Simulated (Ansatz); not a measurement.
Input and output for Ca2F5⁻ (the lowest singlet isomer of a short search).

```yaml
crystal:
  periodic: [false, false, false]
  atoms:
    - {symbol: Ca, position_ang: [-0.658019, 1.207062, -0.572355]}
    - {symbol: Ca, position_ang: [0.657457, -1.207533, 0.571985]}
    - {symbol: F, position_ang: [-1.105585, -0.029979, 1.207726]}
    - {symbol: F, position_ang: [1.390328, 0.844378, 0.183261]}
    - {symbol: F, position_ang: [-1.570611, 2.885728, -1.366852]}
    - {symbol: F, position_ang: [-0.286234, -0.815394, -1.391315]}
    - {symbol: F, position_ang: [1.572673, -2.884261, 1.367550]}
basis:
  gaussian: {orbitals: STO-3G}
total_charge: -1
hamiltonian: {xc: {name: B97M-V}}
scf: {omitted_lower_state_checks: [starts]}
output: {forces: true}
```

```sh
$ ansatz run in.yaml --threads 4 --pin off --events-out ev --progress --plain --max-ram 4787MiB
```

It prints (some lines left out):

```
Functional definition: B97M-V
704 factors; integrals over basis functions are off by at most 2.6e-4 eV
mean field evaluation 1: about -49883.9320 eV, gradient 1.4e1 eV
mean field evaluation 2: about -49838.3969 eV, gradient 1.4e2 eV
mean field evaluation 4: about -49885.1493 eV, gradient 3.8e0 eV
mean field evaluation 8: about -49885.1219 eV, gradient 2.9e-1 eV
mean field evaluation 16: about -49885.1223 eV, gradient 2.1e-5 eV
a density is far from that of the atoms, so the factors are made again for it
766 factors; integrals over basis functions are off by at most 3.4e-5 eV
mean field -49885.12205051 eV, -1833.2444220061 hartree, gradient 1.2e-5 eV, S^2 0.000000; 0 other end points of the search recorded, 0 dependent functions left out
reference -49885.12211583 eV, -1833.2444244066 hartree; 43, 43 occupied and 8, 8 virtual orbitals, 766 factors
Total energy: -49885.12211583 eV, -1833.2444244066 hartree
Atom 0 at    -0.658019     1.207062    -0.572355 Å, force     0.614987    -1.136800     0.537303 eV/Å
Atom 1 at     0.657457    -1.207533     0.571985 Å, force    -0.620278     1.133346    -0.537602 eV/Å
Atom 2 at    -1.105585    -0.029979     1.207726 Å, force    -0.349700    -0.009152     0.381949 eV/Å
Atom 3 at     1.390328     0.844378     0.183261 Å, force     0.442113     0.267653     0.058004 eV/Å
Atom 4 at    -1.570611     2.885728    -1.366852 Å, force    -1.212957     2.230792    -1.055934 eV/Å
Atom 5 at    -0.286234    -0.815394    -1.391315 Å, force    -0.090354    -0.257379    -0.440963 eV/Å
Atom 6 at     1.572673    -2.884261     1.367550 Å, force     1.216189    -2.228459     1.057243 eV/Å
Dipole moment:    -0.000447    -0.000374    -0.000300 e Å
Checks for a lower state left out: starts
```

Hardware: 4 threads of Arm Neoverse V1 on a shared host. Wall time 8.5 s.

The highest occupied level of an anion often lies above zero with these methods, and sets without diffuse functions describe the outer electron poorly.

The dipole of an ion depends on the origin.
